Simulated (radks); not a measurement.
Problem. Radial electron density D(r) = 4 pi r^2 rho(r) of an atom or ion with 5 electrons. All-electron calculation, non-relativistic Kohn-Sham, Slater X-alpha with alpha = 0.944, spin-polarised, spherical densities, point nucleus. Program: a radial shooting solver on a logarithmic mesh with Libxc functionals.

r (bohr),D(r) (e/bohr),spin D(r)
0.0197,0.7935,-0.000300
0.02169,0.9352,-0.000346
0.02406,1.114,-0.000401
0.02649,1.304,-0.000454
0.02939,1.542,-0.000511
0.03261,1.815,-0.000564
0.0359,2.101,-0.000602
0.03983,2.448,-0.000620
0.04384,2.804,-0.000601
0.04865,3.229,-0.000517
0.05355,3.653,-0.000351
0.05942,4.144,-0.0000276
0.06593,4.660,0.000516
0.07258,5.148,0.00130
0.08053,5.674,0.00257
0.08864,6.142,0.00430
0.09836,6.609,0.00698
0.1083,6.981,0.0105
0.1201,7.294,0.0157
0.1333,7.488,0.0230
0.1467,7.542,0.0320
0.1628,7.446,0.0450
0.1792,7.209,0.0607
0.1989,6.793,0.0828
0.2189,6.278,0.109
0.2429,5.608,0.144
0.2695,4.866,0.187
0.2967,4.167,0.236
0.3292,3.451,0.298
0.3624,2.879,0.364
0.4021,2.400,0.444
0.4426,2.113,0.525
0.4911,1.976,0.616
0.5449,2.004,0.707
0.5998,2.141,0.785
0.6656,2.355,0.854
0.7326,2.558,0.898
0.8129,2.725,0.914
0.8948,2.785,0.897
0.9929,2.721,0.843
1.102,2.518,0.754
1.213,2.224,0.649
1.346,1.830,0.522
1.481,1.439,0.404
1.644,1.034,0.287
1.809,0.7109,0.196
2.007,0.4367,0.120
2.228,0.2448,0.0675
2.452,0.1313,0.0366
2.721,0.06032,0.0171
2.995,0.02652,0.00773
3.323,0.009646,0.00293
3.658,0.003358,0.00107
4.059,0.0009283,0.000316

What is the nuclear charge?

Solution. Z = 7. The innermost maximum, from 1s, lies near 1/Z = 0.143 bohr (found: 0.146), and its height grows with Z. The density is that of the nitrogen ion N2+ in [He] 2s2 2p1; the configuration itself is not fixed sharply by these data. D(r) has 2 maxima, at r = 0.146, 0.902 bohr, and minima at 0.507 bohr, inside which lie 2.13 electrons.
